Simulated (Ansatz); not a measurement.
Consider the formal exchange of groups at a C–S bond: `CC[SiH2]SC` + `[NH2][GeH2][F]` → `[CH3][GeH]([NH2])[F]` + `CC[SiH2]S`.

Computed with Ansatz on PBE0-D4/def2-TZVP structures; ΔE is electronic, products minus reactants. CBS: MP2 limit from def2 TZ/QZ plus the TZ coupled-cluster correction, frozen cores. Functionals use def2-TZVPP. For Ge outer-core shells are correlated without core-valence functions, which leaves a few kJ/mol of doubt a bond. Scalar relativity is left out up to krypton. Each species was taken in one conformer, which may not be the lowest.

`CC[SiH2]SC`:

```xyz
15

C     1.614    1.139   -0.591
C     1.168    0.260    0.573
Si   -0.616    0.524    1.084
S    -1.993    0.184   -0.507
C    -1.696   -1.585   -0.790
H     2.654    0.945   -0.864
H     1.531    2.200   -0.342
H     0.997    0.966   -1.475
H     1.786    0.443    1.460
H     1.304   -0.800    0.332
H    -0.849    1.938    1.482
H    -0.940   -0.380    2.224
H    -1.847   -2.158    0.126
H    -2.421   -1.914   -1.533
H    -0.692   -1.763   -1.177
```

`[NH2][GeH2][F]`:

Z-matrix (Å, degrees):
```
Ge
F 1 1.752
N 1 1.811 2 111.5
H 1 1.530 2 105.1 3 -118.3
H 1 1.530 2 105.1 3 118.3
H 3 1.009 1 116.2 2 65.7
H 3 1.009 1 116.2 2 -65.7
```

`[CH3][GeH]([NH2])[F]`:

Cartesian coordinates in Å:
```
C -1.418 -0.423 -0.067
Ge 0.272 0.437 -0.433
N 1.402 0.236 0.976
F 0.907 -0.370 -1.859
H -2.072 -0.344 -0.935
H -1.254 -1.479 0.150
H -1.903 0.045 0.791
H 0.233 1.923 -0.813
H 2.302 0.684 0.886
H 1.531 -0.710 1.305
```

`CC[SiH2]S`:

```xyz
12

C    -1.499   -0.808   -0.317
C    -0.371   -0.258    0.552
Si    0.859    0.764   -0.420
S     2.419    1.581    0.801
H    -2.073   -0.003   -0.783
H    -1.115   -1.442   -1.120
H    -2.198   -1.410    0.270
H    -0.767    0.367    1.359
H     0.173   -1.075    1.039
H     1.437   -0.062   -1.515
H     0.206    1.960   -1.013
H     2.928    0.386    1.145
```

```tsv
species	ωB97X-V energy (Eh)
`CC[SiH2]SC`	-807.98357
`[NH2][GeH2][F]`	-2233.88412
`[CH3][GeH]([NH2])[F]`	-2273.21744
`CC[SiH2]S`	-768.67046
```

Question: Work out ΔE.

Answer: ΔE = (-2273.21744) + (-768.67046) − (-807.98357) − (-2233.88412) = -0.02021 Eh = -53.1 kJ/mol. CCSD(T)/CBS gives -57.1 kJ/mol.

Largest T1 diagnostic among the species: 0.011.

The D4 term adds +4.6 kJ/mol with B3LYP and +2.7 kJ/mol with PBE0; it sums over pairs of atoms, weighted by their polarisabilities, and B3LYP, whose exchange is more repulsive, gets the larger term.

B3LYP here is the variant with VWN-RPA as its local correlation; programs differ in this.
